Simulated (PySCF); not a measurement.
# Electronic structure of Mg⁺ (magnesium, charge +1) at the PBE0 level

Configuration: [Ne] 3s1, 2S determinant. Computed with PySCF 2.14 in def2-SVP (4s3p1d, 18 functions), with the non-relativistic Hamiltonian (point nucleus).

```json
{"Total energy": "-199.6119 hartree", "One-electron energy": "-275.2621 hartree", "Hartree (Coulomb) energy": "91.7787 hartree", "Exchange-correlation energy": "-16.1285 hartree", "Kinetic energy": "198.77316 hartree", "⟨S²⟩": "0.7500", "⟨L²⟩": "0.000", "Sum of ⟨r⟩": "8.645 bohr", "Sum of ⟨r²⟩": "14.17 bohr²", "Density at the nucleus (Gaussians lack the cusp)": "987 bohr⁻³", "Spin density at the nucleus": "1.71 bohr⁻³", "Langevin diamagnetic susceptibility": "-11.2 ×10⁻⁶ cm³/mol", "Time after the integrals": "0.17 s of wall time on 1 thread of Neoverse-N1 (shared host)"}
```

```csv
shell,electrons,mean orbital energy (eV),"rms radius, mean of both spins (bohr)"
1s α,1,-1286.7,0.152
1s β,1,-1286.6,0.152
2s α,1,-95.166,0.761
2s β,1,-94.930,0.761
2p α,3,-60.403,0.778
2p β,3,-60.236,0.778
3s α,1,-12.665,3.06
```
